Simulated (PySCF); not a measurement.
NMR data simulated for an unnamed compound:

¹H NMR (300 MHz, computed): δ 6.87 (br s, 1H), 5.42 (br, 2H), 5.27 (br, 1H), 1.02 (m, 6H), 0.88 (m, 1H).

¹³C{¹H} NMR (computed): δ 28.8 (CH), 20.2 (CH3).

Calculated, not measured (PySCF 2.14): NMR shieldings at B3LYP/pcSseg-2/GIAO, spin–spin couplings from B3LYP/pcJ-1 (spin–dipole term only in couplings to heteroatoms), geometry: PBE0-D3(BJ)/def2-SVP. Non-relativistic Hamiltonian, equivalent nuclei averaged, one computed conformer, no solvent model.

References, each an isolated molecule treated in the same way: TMS for ¹H (σ = 31.39 ppm), ¹³C (σ = 179.19 ppm).

Question: Which of these does the molecule contain: a (CH3)2CH unit, a ketone, a CH3CH2 unit, an NH or NH2 group, a benzene ring?

Answer: 
- A (CH3)2CH unit: yes (δC 20.2, 28.8; δH 1.02 (d), 0.88 (sept)).
- A ketone: no.
- A CH3CH2 unit: no.
- An NH or NH2 group: yes (δH 6.87 (br s)).
- A benzene ring: no.

The data belong to `BNBC(C)C`, C₃H₁₁B₂N; they needn't prove each group on their own.

Carbon signals by region: 2 below 50 ppm.

OH/NH shifts are gas-phase values; hydrogen bonding in solution moves them, usually downfield. Hydrogens on boron are broadened and split by ¹¹B (spin 3/2, 80 %) and 10B (spin 3). A carbon bonded to boron is broadened by the quadrupolar boron nucleus and is often missing from a measured spectrum. Multiplet labels drop couplings under 1 Hz and merge nearly equal ones. Unscaled 3J(H,H) at this level run about 10 % above measured values. Shifts are as computed. Against solution values, carbons near 30 ppm lie about +3 ppm off and those near 130 ppm about +8 ppm. Of 1313 compounds with measured shifts, 239 miss one by over three times the rms of a fit or turn the order of signals round; such compounds aren't used in these exercises. Couplings to exchangeable protons are dropped. Vicinal couplings across rotatable single bonds and in flexible rings belong to the one computed conformer; a conformer average would change them.
